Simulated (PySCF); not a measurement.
Input file for PySCF: R-B3LYP/LANL2DZ on BeHI (SMILES [BeH][I]), a point of a bond scan (R = 1.455 Å).

```python
from pyscf import gto, scf, dft, mp
from pyscf.data.elements import chemcore

mol = gto.M(
    atom='''
    Be   -0.00000000   -0.00000000   -1.96186424
    H     0.00000000    0.00000000   -3.41698049
    I     0.00000000    0.00000000    0.21004064
    ''',
    basis='lanl2dz',
    ecp={'I': 'lanl2dz'},
    charge=0, spin=0, verbose=3, max_memory=1800)
mf = dft.RKS(mol, xc='b3lyp')
mf.conv_tol = 1e-8
mf.max_cycle = 100
mf.kernel()
if not mf.converged:
    mf = mf.newton().run(mf.mo_coeff, mf.mo_occ)
```

The log:

```
converged SCF energy = -26.7674645017166
```

The calculation finished and met its thresholds.

Cost: very roughly 1.1 core-seconds.
